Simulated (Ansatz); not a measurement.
Geometry optimisation, RHF/6-31G (Ansatz).

The input (input.yaml):

```yaml
crystal:
  periodic: [false, false, false]
  atoms:
    - { symbol: C, position_ang: [0.2001, -1.1937, -1.7657] }
    - { symbol: O, position_ang: [0.3224, -1.3715, -0.4006] }
    - { symbol: Si, position_ang: [0.2989, 0.1566, 0.4154] }
    - { symbol: "N", position_ang: [1.0134, -0.0807, 2.0903] }
    - { symbol: O, position_ang: [1.3547, 1.2679, -0.3984] }
    - { symbol: Al, position_ang: [-1.8634, 1.0472, 0.5577] }
    - { symbol: H, position_ang: [1.0394, -0.5916, -2.2075] }
    - { symbol: H, position_ang: [0.1471, -2.1167, -2.2923] }
    - { symbol: H, position_ang: [-0.8032, -0.6098, -1.9517] }
    - { symbol: H, position_ang: [1.8944, -0.5088, 2.0312] }
    - { symbol: H, position_ang: [0.32, -0.8167, 2.5545] }
    - { symbol: H, position_ang: [1.3419, 2.1004, 0.1944] }
    - { symbol: H, position_ang: [-2.2403, 2.4809, -0.1027] }
    - { symbol: H, position_ang: [-3.0384, 0.2072, 1.3042] }
basis:
  gaussian: { orbitals: "6-31G" }
hamiltonian:
  xc: hf
relax:
  f_tol: 0.02
  max_steps: 40
scf:
  lower_state_search: "off"
output:
  orbitals: {}
```

Run as:

```bash
$ ansatz run input.yaml --threads 1 --pin off --max-ram 2048MiB --backend cpu --events-out ev --progress --plain --runs-dir out
```

Where does it end, and by what steps?

The run converged. Limits of this set-up: no polarisation functions. After 30 steps the energy has fallen by 1.733 eV; H9 moved furthest, 1.36 Å.

```json
{"step": "0", "energy less start (eV)": "0.0000", "largest force component (eV/Å)": "4.341", "accepted": "yes"}
{"step": "2", "energy less start (eV)": "-1.4057", "largest force component (eV/Å)": "1.951", "accepted": "yes"}
{"step": "4", "energy less start (eV)": "-1.5667", "largest force component (eV/Å)": "0.664", "accepted": "yes"}
{"step": "6", "energy less start (eV)": "-1.6204", "largest force component (eV/Å)": "0.185", "accepted": "yes"}
{"step": "8", "energy less start (eV)": "-1.6526", "largest force component (eV/Å)": "0.492", "accepted": "yes"}
{"step": "10", "energy less start (eV)": "-1.6869", "largest force component (eV/Å)": "0.206", "accepted": "yes"}
{"step": "12", "energy less start (eV)": "-1.6987", "largest force component (eV/Å)": "0.211", "accepted": "yes"}
{"step": "14", "energy less start (eV)": "-1.7101", "largest force component (eV/Å)": "0.141", "accepted": "yes"}
{"step": "16", "energy less start (eV)": "-1.7161", "largest force component (eV/Å)": "0.181", "accepted": "yes"}
{"step": "18", "energy less start (eV)": "-1.7014", "largest force component (eV/Å)": "0.623", "accepted": "no"}
{"step": "20", "energy less start (eV)": "-1.7265", "largest force component (eV/Å)": "0.092", "accepted": "yes"}
{"step": "22", "energy less start (eV)": "-1.7229", "largest force component (eV/Å)": "0.183", "accepted": "no"}
{"step": "24", "energy less start (eV)": "-1.7299", "largest force component (eV/Å)": "0.091", "accepted": "yes"}
{"step": "26", "energy less start (eV)": "-1.7313", "largest force component (eV/Å)": "0.084", "accepted": "yes"}
{"step": "28", "energy less start (eV)": "-1.7325", "largest force component (eV/Å)": "0.037", "accepted": "yes"}
{"step": "30", "energy less start (eV)": "-1.7329", "largest force component (eV/Å)": "0.017", "accepted": "yes"}
```

```xyz
14
Properties=species:S:1:pos:R:3
C 0.412 -1.233 -1.951
O -0.358 -0.619 -0.923
Si 0.042 0.358 0.408
N 0.828 -0.471 1.741
O 1.247 1.398 -0.219
Al -2.174 1.285 0.937
H 1.063 -0.510 -2.422
H 1.008 -2.043 -1.549
H -0.275 -1.631 -2.682
H 1.786 -0.743 1.725
H 0.322 -0.870 2.499
H 1.903 1.902 0.236
H -2.716 2.604 0.212
H -3.102 0.545 2.017
```

Time of the run: 110 s on 1 thread of Intel(R) Xeon(R) Platinum 8375C CPU @ 2.90GHz (Ice Lake), on a shared host, peak memory 0.18 GiB.
